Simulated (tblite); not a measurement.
Compound: C₅H₁₃F₂NSi.
Atom-mapped SMILES: `[CH3:1][C@@H:2]([F:3])[C@@H:4]([F:5])[SiH2:6][N:7]([CH3:8])[CH3:9]` (hydrogens: H10, H11, H12 on C1; H13 on C2; H14 on C4; H15, H16 on Si6; H17, H18, H19 on C8; H20, H21, H22 on C9)

Structure used (GFN2-xTB), in Å, numbered top down from 1:
```xyz
22
C5H13F2NSi angstrom
C      3.5808    0.0546   -0.0439
C      2.2866   -0.7384   -0.1185
F      2.1960   -1.5649    0.9873
C      1.0427    0.1398   -0.1641
F      1.0431    0.7576   -1.4111
Si    -0.5621   -0.8877    0.0853
N     -1.8687    0.2150    0.2134
C     -3.1494   -0.2742    0.6622
C     -2.0034    1.4202   -0.5748
H      3.6398    0.7246   -0.8971
H      3.6025    0.6383    0.8740
H      4.4365   -0.6160   -0.0545
H      2.2846   -1.4028   -0.9918
H      1.1358    0.9511    0.5655
H     -0.4901   -1.5765    1.3702
H     -0.5914   -1.8435   -1.0383
H     -3.0074   -1.1313    1.3135
H     -3.7826   -0.5791   -0.1785
H     -3.6713    0.5107    1.2148
H     -2.4723    2.2004    0.0314
H     -2.6290    1.2520   -1.4582
H     -1.0312    1.7695   -0.9046
```

Level: GFN2-xTB in tblite, geometry and Hessian alike; calculated harmonic values, unscaled, isolated species. The method is semi-empirical: single wavenumbers can be off by several per cent or more. Modes of hydrogen on silicon can be 10 to 20 % off. One conformer, not necessarily the lowest.

Harmonic wavenumbers (cm⁻¹): 27.6, 48.5, 58.4, 102.4, 159.5, 162.3, 193.9, 200.6, 234.2, 265.2, 274.6, 307.6, 383.7, 390.8, 415.1, 487.6, 529.5, 614.4, 697.3, 734.3, 767.5, 791.5, 903.1, 968.2, 1026.7, 1044.7, 1056.8, 1068.7, 1087.6, 1095.5, 1127.3, 1146.1, 1199.8, 1212.7, 1259.2, 1297.9, 1310.4, 1325.3, 1396.2, 1419.1, 1430.2, 1473.1, 1477.5, 1486.1, 1488.1, 1498.3, 1508.6, 2163.8, 2308.4, 2908.8, 2915.9, 2918.9, 2930.6, 2954.7, 2963.5, 3038.3, 3043.8, 3047.5, 3054.5, 3077.6.

A = 2587, B = 720.6, C = 600.5 MHz; mass 153.079 u (most abundant isotopes); point group C1, symmetry number 1.

Q: What is the zero-point energy?

A: ½Σν̃ = 38240 cm⁻¹ = 109.33 kcal/mol.

Q: Give the ideal-gas entropy at 298.15 K and 1 bar in the rigid-rotor, harmonic-oscillator model (classical rotation).

A: Translation 41.01, rotation 30.04, vibration 41.37: S = 112.4 cal/(mol K).

Q: And Cp and H(298.15 K) − H(0)?

A: Cp = 46.14 cal/(mol K), of which vibrations give 38.19 (their classical limit is 60 R = 119.2); H(298.15 K) − H(0) = 8.54 kcal/mol without the zero-point energy, 6.17 from vibrations.

Q: What must be added to the electronic energy to get the Gibbs energy at 298.15 K and 1 bar?

A: ZPE + [H(298.15 K) − H(0)] − T·S = 109.33 + 8.54 − 33.52 = 84.35 kcal/mol.

Q: Which modes carry the vibrational entropy at 298.15 K?

A: 27.6 cm⁻¹: 5.99; 48.5 cm⁻¹: 4.88; 58.4 cm⁻¹: 4.51; 102.4 cm⁻¹: 3.41; 159.5 cm⁻¹: 2.56; 162.3 cm⁻¹: 2.52 cal/(mol K); the other 54 give 17.50 together.

Hindered rotation and anharmonicity are outside this model. Other conformers, if any are populated, would add a mixing term that is left out. The structure is chiral; the term R ln 2 for an equal mix with its mirror image is left out.

On Arm Neoverse V1, one thread, shared host, this took 1.0 s wall. The figure is for the frequency step alone.
